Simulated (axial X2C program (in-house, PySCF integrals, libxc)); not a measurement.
Outer orbitals of PdSb at 2.473 Å, PBE0

All values were computed with an in-house all-electron X2C program for linear molecules (integrals from PySCF). Spin-free means the one-electron spin-free X2C Hamiltonian; two-component (2c) means X2C with spin–orbit coupling and atomic mean-field two-electron Coulomb and Gaunt terms, so the difference of the two also holds small scalar two-electron terms. Basis: Sb dyall-cv3z [11s12p8d4f1g], Pd dyall-cv3z [12s12p8d5f3g] (cores contracted in-house); Gaussian nuclei, density fitting, unrestricted open shells. Masses: Sb 120.904 u, Pd 105.903 u.

The distance is close to the 2c PBE0 minimum; the highest filled and lowest empty levels are listed.

Spin-free orbitals, state M_S = 3/2, Λ = 0 (beyond evenly filled blocks: σα, π+α, π-α) (Löwdin shares):

```tsv
symmetry	occupied	ε (eV)	atomic character
σα	yes	-14.96	71% Sb s, 11% Pd p, 9% Pd d
σβ	yes	-13.05	68% Sb s, 12% Pd d, 10% Pd p
σα	yes	-8.34	70% Pd d, 24% Sb p, 4% Sb s
π-α	yes	-8.08	83% Pd d, 15% Sb p
π+α	yes	-8.08	83% Pd d, 15% Sb p
π+β	yes	-7.40	93% Pd d, 5% Sb p
π-β	yes	-7.40	93% Pd d, 5% Sb p
δ-α	yes	-7.29	100% Pd d
δ+α	yes	-7.29	100% Pd d
σβ	yes	-7.27	63% Pd d, 25% Sb p, 7% Sb s
δ+β	yes	-6.90	100% Pd d
δ-β	yes	-6.90	100% Pd d
σα	yes	-6.20	49% Sb p, 29% Pd s, 20% Pd d
π-α	yes	-5.72	70% Sb p, 20% Pd d, 7% Pd p
π+α	yes	-5.72	70% Sb p, 20% Pd d, 7% Pd p
σβ	no	-3.44	41% Sb p, 34% Pd s, 24% Pd d
π-β	no	-2.48	76% Sb p, 13% Pd p, 9% Pd d
π+β	no	-2.48	76% Sb p, 13% Pd p, 9% Pd d
σα	no	-1.79	48% Pd s, 34% Pd p, 10% Sb p
```

Spinors with spin–orbit coupling (state Ω = 3/2):

```tsv
ω	occupied	ε (eV)	atomic character	λ mixture
3/2	yes	-35.30	100% Sb d	74% π, 26% δ
1/2	yes	-35.27	100% Sb d	52% σ, 48% π
-1/2	yes	-35.25	100% Sb d	66% σ, 34% π
-3/2	yes	-35.20	100% Sb d	85% π, 15% δ
-5/2	yes	-35.15	100% Sb d	100% δ
1/2	yes	-14.94	71% Sb s, 11% Pd p, 9% Pd d	100% σ
-1/2	yes	-13.06	68% Sb s, 12% Pd d, 10% Pd p	100% σ
1/2	yes	-8.35	71% Pd d, 23% Sb p, 4% Sb s	97% σ, 3% π
-1/2	yes	-8.19	82% Pd d, 16% Sb p	99% π, 1% σ
3/2	yes	-7.98	85% Pd d, 13% Sb p	97% π, 3% δ
-3/2	yes	-7.56	98% Pd d	70% δ, 30% π
1/2	yes	-7.46	89% Pd d, 9% Sb p	96% π, 4% σ
-1/2	yes	-7.33	60% Pd d, 28% Sb p, 7% Sb s	96% σ, 4% π
-3/2	yes	-7.18	95% Pd d, 4% Sb p	70% π, 30% δ
5/2	yes	-7.09	100% Pd d	100% δ
3/2	yes	-7.04	98% Pd d	97% δ, 3% π
-5/2	yes	-6.70	100% Pd d	100% δ
1/2	yes	-6.18	47% Sb p, 28% Pd s, 22% Pd d	98% σ, 2% π
-1/2	yes	-5.87	65% Sb p, 25% Pd d, 6% Pd p	96% π, 4% σ
3/2	yes	-5.52	70% Sb p, 19% Pd d, 7% Pd p	100% π
-1/2	no	-3.43	42% Sb p, 34% Pd s, 23% Pd d	99% σ, 1% π
1/2	no	-2.65	75% Sb p, 12% Pd p, 9% Pd d	98% π, 2% σ
-3/2	no	-2.32	75% Sb p, 14% Pd p, 9% Pd d	100% π
1/2	no	-1.77	47% Pd s, 34% Pd p, 11% Sb p	99% σ, 1% π
```

How does the gap between the highest filled and lowest empty level change from the spin-free to the 2c table?

From 2.28 to 2.09 eV at PBE0, a change of -0.19 eV.

Mulliken charges and populations of the two-component result (they depend on the basis, above all on diffuse functions):

Sb 0.08 e (s 9.91 p 20.97 d 20.03 f 0.02), Pd -0.08 e (s 8.40 p 18.14 d 19.53 f 0.01). ⟨Lz⟩ = 0.02 ħ and ⟨Sz⟩ = 1.48 ħ (1.18 and 0.30 on the two atoms), which add up to Ω.

Occupations by symmetry block were frozen at the best pattern of an incomplete PBE0 search. Density functionals use the spin component along the axis (collinear). PBE0 can misorder states that lie within some tenths of an eV, so this need not be the ground state of the molecule. The nearest other spin-free determinant of the search, M_S = 1/2, Λ = 0, lies 0.25 eV up at the distance of the search. With several unpaired electrons one determinant need not be a pure state. This is the top spin component of a Σ state; components of lower Ω are not single determinants and can lie lower.
